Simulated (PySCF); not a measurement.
Computed shifts of a molecule C5H4F2, B3LYP/pcSseg-1 run with PySCF, GIAO, gas phase, atoms alike by connectivity averaged where their shifts nearly agree, in ppm (number of nuclei): ¹³C: 226.8 (1), 159.0 (1), 146.5 (1), 112.8 (1), 100.8 (1). ¹⁹F: -112.8 (1), -167.1 (1). ¹H: 6.87 (1), 6.28 (2), 5.34 (1). References: ¹³C against TMS (σ = 181.3 ppm); ¹⁹F against CFCl3 (σ = 161.7 ppm); ¹H against TMS (σ = 31.68 ppm), references at their B3LYP-D3(BJ)/def2-TZVP geometries, non-relativistic. Geometry: PBE0-D3(BJ)/def2-SVP. One conformer was computed; it need not be the lowest.

Q: Identify the compound among the candidates.
A) C=C=C(F)/C=C\F
B) CC#CC=C(F)F
C) FC1=CC=C[C@@H]1F
D) FC1=C[C@H](F)C=C1

A: A, C=C=C(F)/C=C\F
